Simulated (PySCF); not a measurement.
## Isomerisation enthalpies of C8H18

**What was measured.**

CRC Handbook of Chemistry and Physics lists, for the gas at 298.15 K: enthalpy of formation of `CC(C)CC(C)(C)C` (2,2,4-trimethylpentane) -224 kJ/mol; enthalpy of formation of `CC(C)CCC(C)C` (2,5-dimethylhexane) -222.5 kJ/mol.

The results are set against them at the end.

Differences of these values give the isomerisation enthalpies. Geometries: GFN2-xTB; runs in PySCF, gas phase, with a dispersion term only where the level names one. Total electronic energies (Eh):

```json
{"SMILES": "CC(C)CC(C)(C)C", "PBE0/pcSseg-1": "-315.26363"}
{"SMILES": "CC(C)CCC(C)C", "PBE0/pcSseg-1": "-315.26701"}
```

Geometry of `CC(C)CC(C)(C)C` (Å):
```
atom  x, y, z in Å
C1     2.5791    1.1613    0.0269
C2     1.3932    0.3162   -0.4447
C3     1.8376   -1.1396   -0.5646
C4     0.2272    0.5311    0.5313
C5    -1.1679   -0.0338    0.1833
C6    -2.1951    0.7529    1.0101
C7    -1.5002    0.1445   -1.2992
C8    -1.2965   -1.5105    0.5667
H9     3.4136    1.0677   -0.6647
H10    2.3068    2.2126    0.0909
H11    2.9111    0.8333    1.0100
H12    1.1003    0.6755   -1.4357
H13    1.1104   -1.7377   -1.1061
H14    1.9849   -1.5762    0.4209
H15    2.7797   -1.1968   -1.1071
H16    0.5202    0.1379    1.5083
H17    0.1152    1.6131    0.6430
H18   -1.9549    0.6979    2.0698
H19   -2.2084    1.8003    0.7159
H20   -3.1943    0.3472    0.8659
H21   -2.5367   -0.1311   -1.4836
H22   -0.8702   -0.4833   -1.9234
H23   -1.3657    1.1812   -1.6000
H24   -2.3165   -1.8516    0.3990
H25   -0.6336   -2.1380   -0.0190
H26   -1.0606   -1.6515    1.6193
```

Geometry of `CC(C)CCC(C)C` (Å):
```
atom  x, y, z in Å
C1    -2.3157    1.0210    0.7710
C2    -1.9764   -0.0439   -0.2696
C3    -2.9670   -1.2023   -0.1618
C4    -0.5453   -0.5688   -0.1054
C5     0.5254    0.4984   -0.3280
C6     1.9451   -0.0715   -0.4308
C7     2.9250    1.0460   -0.7857
C8     2.3836   -0.7464    0.8670
H9    -2.1589    0.6316    1.7750
H10   -1.7002    1.9070    0.6421
H11   -3.3586    1.3177    0.6787
H12   -2.0702    0.4020   -1.2667
H13   -3.9863   -0.8489   -0.3014
H14   -2.7613   -1.9601   -0.9145
H15   -2.8969   -1.6666    0.8200
H16   -0.4439   -0.9937    0.8947
H17   -0.3885   -1.3761   -0.8261
H18    0.5008    1.2251    0.4861
H19    0.2991    1.0315   -1.2556
H20    1.9629   -0.8178   -1.2338
H21    2.6483    1.5201   -1.7248
H22    2.9284    1.8054   -0.0061
H23    3.9343    0.6528   -0.8849
H24    1.7701   -1.6163    1.0850
H25    2.3067   -0.0498    1.6993
H26    3.4184   -1.0739    0.7898
```

Zero-point and thermal terms are left out, so the computed numbers are electronic energies.

**Comparison with experiment**

Relative to `CC(C)CC(C)(C)C`, the lowest by measurement, in kJ/mol (measured: enthalpies at 298.15 K; computed: electronic energies):

```csv
SMILES,measured,PBE0/pcSseg-1
CC(C)CC(C)(C)C,0.0,0.0
CC(C)CCC(C)C,1.5,-8.9
```

Measured values: -224 kJ/mol (298.15 K; CRC Handbook of Chemistry and Physics) for the first row; the others come from the same table. Unsigned miss: PBE0/pcSseg-1 10.4 kJ/mol. PBE0/pcSseg-1 puts another isomer lowest. The two lowest measured values lie only 1.5 kJ/mol apart, so their order may not be settled by the table. One conformer stands for `CC(C)CC(C)(C)C` and `CC(C)CCC(C)C`, not necessarily the lowest, while the measurement averages over conformers. Where a level misses, the cause wasn't examined.
